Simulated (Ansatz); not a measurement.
The cluster PtS2⁺. Charge 1, multiplicity 4. Geometry r2SCAN-D4/def2-TZVP; atoms count from 1.

```xyz
3

Pt    1.2555   -0.2467    0.1141
S    -0.6342   -0.3595   -1.0296
S    -0.6213    0.6062    0.9155
```

In the def2 sets Pt takes a core potential; there is no spin–orbit coupling. At PBE0-D4/def2-TZVP a doublet of charge 1 lies 1.26 eV below the quartet, each at its own geometry. The structure comes from a short search, and lower isomers may exist.

Question: Estimate the Mulliken populations from the PBE0/def2-TZVP orbitals of Ansatz.

Answer: 
```
atom  charge (e)  spin (α − β)  d electrons
 Pt1        0.75          0.92         8.59
  S2        0.12          1.04            –
  S3        0.12          1.04            –
```
Mulliken values depend strongly on the basis.

Question: Where does the spin sit?

Answer: Summed by element: Pt 0.92, S 2.08, of 3 unpaired in all. Largest on single atoms: S3 1.04, S2 1.04, Pt1 0.92.

Question: And the Mayer bond orders between heavy atoms (over 0.3)?

Answer: Pt1–S2 1.16 (2.21 Å); Pt1–S3 1.16 (2.21 Å); S2–S3 1.14 (2.17 Å).
